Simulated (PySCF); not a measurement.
Compound: C4H13N2Si (doublet state).
Geometry (GFN2-xTB, Å), atoms numbered from 1 in this order:
```
atom  x, y, z in Å
C1    -1.928   -1.534    1.123
C2    -1.789   -0.174    0.561
C3    -0.744    0.137   -0.446
C4    -1.094    1.376   -1.272
N5     0.530    0.305    0.248
Si6    2.055   -0.039   -0.457
N7     3.159    0.232    0.842
H8    -1.805   -2.288    0.346
H9    -2.898   -1.662    1.601
H10   -1.159   -1.732    1.881
H11   -2.258    0.648    1.077
H12   -0.610   -0.718   -1.119
H13   -2.034    1.227   -1.797
H14   -1.190    2.244   -0.622
H15   -0.308    1.571   -1.997
H16    0.485    1.059    0.918
H17    2.543    0.845   -1.527
H18    1.935   -1.412   -0.971
H19    4.140    0.148    0.634
H20    2.965   -0.221    1.720
```

The hyperfine couplings belong to this conformer and change with its torsions.

As a line formula: `C[CH][C@@H](C)N[SiH2]N` [radical].

Level of theory: PySCF, UKS B3LYP, pcH-1 on C H N Si, non-relativistic, mean-field spin-orbit, GIAO. One conformer (not necessarily the lowest) at the GFN2-xTB geometry, without solvent, vibrations or thermal averaging. Couplings are sensitive to structure, and on GFN2-xTB geometries they can be far from those on DFT ones. The SCF solution wasn't tested for stability.

Q: Predict the first-order ENDOR lines of N5, N7, H8/H9/H10, H11, H12, H16, H13/H14/H15, H17 and H19/H20 under fast tumbling at B = 336.5 mT (X band).

A: For S = 1/2 in fast tumbling each set of equivalent nuclei gives two lines, ν± = |νn ± a/2| to first order, with νn = g_N μN B/h and μN/h = 7.62259 MHz/T.

```
     nuclei  isotope     g_N  νn (MHz)  a_iso (MHz)  lower line (MHz)  upper line (MHz)
         N5      14N  0.4038      1.04        34.26             16.09             18.17
         N7      14N  0.4038      1.04         0.85              0.61              1.46
  H8/H9/H10       1H  5.5857     14.33        75.18             23.26             51.92
        H11       1H  5.5857     14.33       -59.80             15.57             44.23
        H12       1H  5.5857     14.33        22.19              3.23             25.42
        H16       1H  5.5857     14.33        -3.76             12.45             16.21
H13/H14/H15       1H  5.5857     14.33         2.50             13.08             15.58
        H17       1H  5.5857     14.33         2.19             13.23             15.42
    H19/H20       1H  5.5857     14.33         0.64             14.01             14.65
```

Q: Which pairs are centred on the nuclear Larmor frequency, and which on half the coupling?

A: Centred on νn, since |a| < 2νn: N7, H12, H16, H13/H14/H15, H17 and H19/H20. Centred on |a|/2 and split by 2νn: N5, H8/H9/H10 and H11.

Q: At what field would the lower line of N5 fall to zero frequency?

A: Where νn = |a|/2, that is B = 17.13 MHz/(0.4038 × 7.62259 MHz/T) = 5570 mT, as far as first order holds there.

Class means assume fast exchange of nuclei equivalent by connectivity; if that motion is slow, each nucleus keeps its own coupling. The three 1H nuclei of mean +75.2 MHz run from 31.3 to 153.0 MHz in the frozen geometry. The three 1H nuclei of mean +2.5 MHz run from -1.4 to 5.3 MHz in the frozen geometry.

Time: 2.2 min of wall time (with the writing of density and orbital grids); peak memory 0.97 GiB. Hardware: Arm Neoverse V1, one thread, shared host with 32 logical CPUs at a one-minute load of 27.
